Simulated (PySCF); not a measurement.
ScCl₃, singlet: data card

These are results of PySCF, PBE0, basis Sc def2-SVP, Cl def2-SVP (no relativity, density fitting), not measurements.

The structure is a minimum.

```xyz
4
charge 0 multiplicity 1, angstrom
Sc    0.0000    0.0000    0.0000
Cl    2.2620    0.0000    0.0000
Cl   -1.1310    1.9590    0.0000
Cl   -1.1310   -1.9589    0.0000
```

| Property | Result |
| --- | --- |
| Point group | D3h |
| Bond lengths | Sc–Cl 2.262 Å (×3) |
| Bond angles | Cl–Sc–Cl 120.0° (×3) |
| Zero-point energy | 9.5 kJ/mol |
| Principal polarisabilities | 31.6, 64.9, 64.9 bohr³ |
| Highest occupied level | -9.08 eV |
| Rotational constants | 0.06281, 0.06281, 0.03141 cm⁻¹ |
| Heat capacity Cp at 298.15 K | 75.0 J/(mol K) |
| Principal quadrupole moments (Buckingham, traceless) about the centre of mass | -6.08, -6.08, 12.16 D Å |
| Dipole moment | 0.00 D |
| Rotational symmetry number | 6 |
| Enthalpy at 298.15 K above 0 K | 18.12 kJ/mol |
| Entropy at 298.15 K and 1 bar | 336.7 J/(mol K) |
| Lowest empty level | -3.18 eV |
| Atomisation energy without zero-point energy | 1444 kJ/mol |

Harmonic modes (masses in u: Sc 44.956, Cl 34.969):
| symmetry | ω (cm⁻¹) | IR (km/mol, summed over degenerate members) | type |
| --- | --- | --- | --- |
| a2'' | 60 | 52.9 | bend |
| e' | 94 | 5.7 | bend |
| a1' | 357 | 0.0 | stretch |
| e' | 490 | 341 | stretch |

In D3h the vibrations span a2'' + 2e' + a1'. The a1' mode carries no infrared intensity, as symmetry demands.

Charges (e):
```
   atom  Mulliken  Löwdin  polar tensor  Mayer order to Sc1
    Sc1      0.78   -0.13          1.93                   –
Cl2,3,4     -0.26    0.04         -0.64                1.26
```

Mulliken populations on Sc1: s 6.27, p 12.54, d 1.34, f 0.08.

Outer orbital energies (eV). occupied: -10.31, -10.31, -9.67, -9.67, -9.60, -9.60, -9.55, -9.08; empty: -3.18, -2.55, -2.55, -1.60.

Formally Sc is in oxidation state +3, d0. The polar-tensor charge on Sc, 1.93, is below the formal one.

Only a few start shapes were tried, so a lower isomer may exist.

The final relaxation and frequency run took about 50 core-seconds on a shared host.
